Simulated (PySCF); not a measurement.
CH2Cl (SMILES [CH2]Cl), doublet, geometry from GFN2-xTB; BLYP/aug-cc-pVDZ (PySCF).

The PySCF input:
```python
from pyscf import gto, scf, dft

mol = gto.M(
    atom='''
C     0.001280   -0.213169   -1.078047
Cl   -0.000672    0.111933    0.566070
H     0.942726   -0.308186   -1.577080
H    -0.938979   -0.315655   -1.577838
''',
    basis='aug-cc-pvdz',
    charge=0,
    spin=1,
    verbose=4,
)

mf = dft.UKS(mol)
mf.xc = 'blyp'
mf.init_guess = 'atom'
mf.kernel()
```

Q: Write the output that PySCF gives for this input, abridged.

A: 
```
PySCF version 2.14.0

[INPUT] verbose = 4
[INPUT] num. atoms = 4
[INPUT] num. electrons = 25
[INPUT] charge = 0
[INPUT] spin (= nelec alpha-beta = 2S) = 1
[INPUT] symmetry False subgroup None
[INPUT] Mole.unit = angstrom
[INPUT] Symbol           X                Y                Z      unit          X                Y                Z       unit  Magmom
[...]
nuclear repulsion = 45.9863589499999
number of shells = 26
number of NR pGTOs = 107
number of NR cGTOs = 68
basis = aug-cc-pvdz
ecp = {}

******** <class 'pyscf.dft.uks.UKS'> ********
method = UKS
initial guess = atom
damping factor = 0
level_shift factor = 0
DIIS = <class 'pyscf.scf.diis.CDIIS'>
diis_start_cycle = 1
diis_space = 8
diis_damp = 0
SCF conv_tol = 1e-09
SCF conv_tol_grad = None
SCF max_cycles = 50
direct_scf = True
direct_scf_tol = 1e-13
number electrons alpha = 13  beta = 12
XC library pyscf.dft.libxc version 7.1.2
    S. Lehtola, C. Steigemann, M. J. T. Oliveira, and M. A. L. Marques,  SoftwareX 7, 1–5 (2018)
XC functionals = blyp
    A. D. Becke,  Phys. Rev. A 38, 3098 (1988)
    C. Lee, W. Yang, and R. G. Parr,  Phys. Rev. B 37, 785 (1988)
    B. Miehlich, A. Savin, H. Stoll, and H. Preuss,  Chem. Phys. Lett. 157, 200 (1989)
radial grids:
    Treutler-Ahlrichs [JCP 102, 346 (1995); DOI:10.1063/1.469408] (M4) radial grids

becke partition: Becke, JCP 88, 2547 (1988); DOI:10.1063/1.454033
pruning grids: <function nwchem_prune>
grids dens level: 3
symmetrized grids: False
atomic radii adjust function: <function treutler_atomic_radii_adjust>
small_rho_cutoff = 0
Set gradient conv threshold to 3.16228e-05
Spherically averaged atomic HF for {'H', 'C', 'Cl'}

******** <class 'pyscf.scf.atom_hf.AtomSphAverageRHF'> ********
method = AtomSphAverageRHF
initial guess = minao
damping factor = 0
level_shift factor = 0
DIIS = <class 'pyscf.scf.diis.CDIIS'>
diis_start_cycle = 1
diis_space = 8
diis_damp = 0
SCF conv_tol = 1e-09
SCF conv_tol_grad = None
SCF max_cycles = 50
direct_scf = True
direct_scf_tol = 1e-13
atom = C
Set gradient conv threshold to 3.16228e-05
Initial guess from minao.
init E= -37.2782135561808
cycle= 1 E= -37.3244061140288  delta_E= -0.0462  |g|=    0  |ddm|= 0.487
cycle= 2 E= -37.3359896223202  delta_E= -0.0116  |g|=    0  |ddm|= 0.278
cycle= 3 E= -37.339548483962  delta_E= -0.00356  |g|=    0  |ddm|= 0.0873
cycle= 4 E= -37.3395562491807  delta_E= -7.77e-06  |g|=    0  |ddm|= 0.00546
cycle= 5 E= -37.3395567113276  delta_E= -4.62e-07  |g|=    0  |ddm|= 0.00123
cycle= 6 E= -37.3395567120876  delta_E= -7.6e-10  |g|=    0  |ddm|= 6.34e-05
Extra cycle  E= -37.3395567120883  delta_E= -6.39e-13  |g|=    0  |ddm|= 2.88e-06
Atomic HF for atom  C  converged. SCF energy = -37.3395567120883

******** <class 'pyscf.scf.atom_hf.AtomSphAverageRHF'> ********
method = AtomSphAverageRHF
initial guess = minao
damping factor = 0
level_shift factor = 0
DIIS = <class 'pyscf.scf.diis.CDIIS'>
diis_start_cycle = 1
diis_space = 8
diis_damp = 0
SCF conv_tol = 1e-09
SCF conv_tol_grad = None
SCF max_cycles = 50
direct_scf = True
direct_scf_tol = 1e-13
atom = Cl
Set gradient conv threshold to 3.16228e-05
Initial guess from minao.
init E= -459.25718488272
cycle= 1 E= -459.272162940311  delta_E= -0.015  |g|=    0  |ddm|= 0.116
cycle= 2 E= -459.272239111059  delta_E= -7.62e-05  |g|=    0  |ddm|= 0.0195
cycle= 3 E= -459.272243836774  delta_E= -4.73e-06  |g|=    0  |ddm|= 0.00531
cycle= 4 E= -459.272243991176  delta_E= -1.54e-07  |g|=    0  |ddm|= 0.00129
cycle= 5 E= -459.272243991368  delta_E= -1.92e-10  |g|=    0  |ddm|= 5.14e-05
Extra cycle  E= -459.272243991369  delta_E= -9.09e-13  |g|=    0  |ddm|= 4.17e-06
Atomic HF for atom  Cl  converged. SCF energy = -459.272243991369

******** 1 electron system ********
Atomic HF for atom  H  converged. SCF energy = -0.499334315439586

tot grids = 52616
init E= -499.599863766807

cycle= 1 E= -499.18201578858  delta_E= 0.418  |g|= 0.661  |ddm|= 2.07
cycle= 2 E= -498.212061974587  delta_E= 0.97  |g|= 1.16  |ddm|= 6.38
cycle= 3 E= -499.40060943134  delta_E= -1.19  |g|= 0.182  |ddm|= 6.34
cycle= 4 E= -499.421499564542  delta_E= -0.0209  |g|= 0.0668  |ddm|= 0.248
cycle= 5 E= -499.424179036865  delta_E= -0.00268  |g|= 0.0128  |ddm|= 0.0821
cycle= 6 E= -499.424260948729  delta_E= -8.19e-05  |g|= 0.00666  |ddm|= 0.0202
cycle= 7 E= -499.424287360829  delta_E= -2.64e-05  |g|= 0.000664  |ddm|= 0.00759
cycle= 8 E= -499.424287862903  delta_E= -5.02e-07  |g|= 0.000209  |ddm|= 0.00167
cycle= 9 E= -499.424287901787  delta_E= -3.89e-08  |g|= 3.41e-05  |ddm|= 0.00034
cycle= 10 E= -499.424287902761  delta_E= -9.74e-10  |g|= 5.46e-06  |ddm|= 6.48e-05
Extra cycle  E= -499.424287902739  delta_E= 2.22e-11  |g|= 8.89e-06  |ddm|= 1.74e-05
converged SCF energy = -499.424287902739  <S^2> = 0.75312555  2S+1 = 2.0031231
```
